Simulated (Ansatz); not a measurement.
One change: `N[SiH](O)[SiH3]` becomes `N[SiH](O)S`.

Ansatz, PBE0-D4/def2-TZVP geometries, multiplicity 1. Each molecule was computed in one conformer, which needn't be the lowest.

| property | `N[SiH](O)[SiH3]` |
| --- | --- |
| HOMO energy (PBE0/def2-TZVPP) / eV | -7.42 |
| LUMO energy (PBE0/def2-TZVPP) / eV | 0.09 |
| HOMO–LUMO gap (PBE0/def2-TZVPP) / eV | 7.51 |
| HOMO energy (ωB97M-V/def2-TZVPP) / eV | -9.63 |
| ideal-gas entropy at 298 K and 1 bar (rigid rotor, harmonic PBE0-D4/def2-TZVP) / J/(mol·K) | 362 |
| size of the dipole moment (B3LYP/def2-TZVPP) / D | 2.55 |

Task: What does the change do to each property? (Estimate.)

Result: Ansatz gave: 
```csv
property,`N[SiH](O)S`,shift
HOMO energy (PBE0/def2-TZVPP) / eV,-7.39,0.03
LUMO energy (PBE0/def2-TZVPP) / eV,0.47,0.38
HOMO–LUMO gap (PBE0/def2-TZVPP) / eV,7.86,0.35
HOMO energy (ωB97M-V/def2-TZVPP) / eV,-9.61,0.02
"ideal-gas entropy at 298 K and 1 bar (rigid rotor, harmonic PBE0-D4/def2-TZVP) / J/(mol·K)",336,-26
size of the dipole moment (B3LYP/def2-TZVPP) / D,1.07,-1.48
```

The zero-point energy changes by -38.3 kJ/mol with -6 modes. Dipoles are sizes alone; their direction can turn.

B3LYP here is the variant with VWN-RPA as its local correlation; programs differ in this.

Positive LUMOs are unbound, so they and the gaps depend on the basis.
